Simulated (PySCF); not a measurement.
# Hg²⁺: ionisation energy

Hg²⁺ [Xe] 4f14 5d10 (1S) → Hg³⁺ [Xe] 4f14 5d9 (2D), as a difference of total energies. All numbers are calculated (PySCF 2.14, the spin-free X2C one-electron Hamiltonian (Gaussian nucleus), in x2c-TZVPPall (11s7p7d3f1g, 97 functions)). Correlated levels: valence and next inner shell: [Kr] 4d10 4f14 frozen. The calculations carry no spin-orbit coupling.

```tsv
method	ionisation energy (eV)
UHF	33.528
MP2 (valence and next inner shell)	35.231
SCS-MP2 (valence and next inner shell)	35.012
CCSD (valence and next inner shell)	34.898
CCSD(T) (valence and next inner shell)	34.966
```

Q: How much does correlation contribute at CCSD(T) (valence and next inner shell)?

A: 34.966 − (33.528) = 1.438 eV, measured against UHF.

A first-order spin-orbit estimate (lowest level to lowest level, LS coupling) adds -0.827 eV.

Errors of the correlated levels include the incompleteness of this basis and the frozen core.

For comparison: 34.49 ± 0.05 eV (measured; NIST Atomic Spectra Database, ionization energies).
